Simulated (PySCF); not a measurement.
# OsO₂⁻: one-bond stretch

Computed with PySCF, UB3LYP, basis Os def2-SVPD with ECP60, O def2-SVPD (scalar-relativistic core potentials, no spin–orbit coupling, density fitting).

Rigid scan from the doublet minimum (Os–O 1.739 Å (×2); O–Os–O 151.6°). Coordinate: the bond from Os to the last atom (O) scaled, the rest fixed. Energies in kJ/mol from the minimum.

```json
{"scale of one bond": "0.92", "E (kJ/mol)": "56.8", "dipole size (D, about the centre of mass)": "1.30", "⟨S²⟩": "0.75"}
{"scale of one bond": "0.96", "E (kJ/mol)": "12.5", "dipole size (D, about the centre of mass)": "0.84", "⟨S²⟩": "0.75"}
{"scale of one bond": "1.00", "E (kJ/mol)": "0.0", "dipole size (D, about the centre of mass)": "0.72", "⟨S²⟩": "0.76"}
{"scale of one bond": "1.05", "E (kJ/mol)": "14.7", "dipole size (D, about the centre of mass)": "1.11", "⟨S²⟩": "0.76"}
{"scale of one bond": "1.12", "E (kJ/mol)": "69.0", "dipole size (D, about the centre of mass)": "1.90", "⟨S²⟩": "0.76"}
{"scale of one bond": "1.20", "E (kJ/mol)": "153.1", "dipole size (D, about the centre of mass)": "2.72", "⟨S²⟩": "0.80"}
{"scale of one bond": "1.35", "E (kJ/mol)": "300.3", "dipole size (D, about the centre of mass)": "2.66", "⟨S²⟩": "1.45"}
{"scale of one bond": "1.55", "E (kJ/mol)": "418.4", "dipole size (D, about the centre of mass)": "–", "⟨S²⟩": "1.77"}
{"scale of one bond": "1.80", "E (kJ/mol)": "501.5", "dipole size (D, about the centre of mass)": "–", "⟨S²⟩": "1.99"}
{"scale of one bond": "2.20", "E (kJ/mol)": "558.8", "dipole size (D, about the centre of mass)": "–", "⟨S²⟩": "2.23"}
```

Spin contamination is strong at 1.35, 1.55, 1.80, 2.20, so these points are less reliable.

Open d and f shells are described by one determinant, and the ground state may have another occupation or spin. No spin–orbit coupling is included, which matters more the heavier the element.

The scan took 19 s on 2 threads of a shared Arm Neoverse V2 host; the process peaked at 0.77 GiB.
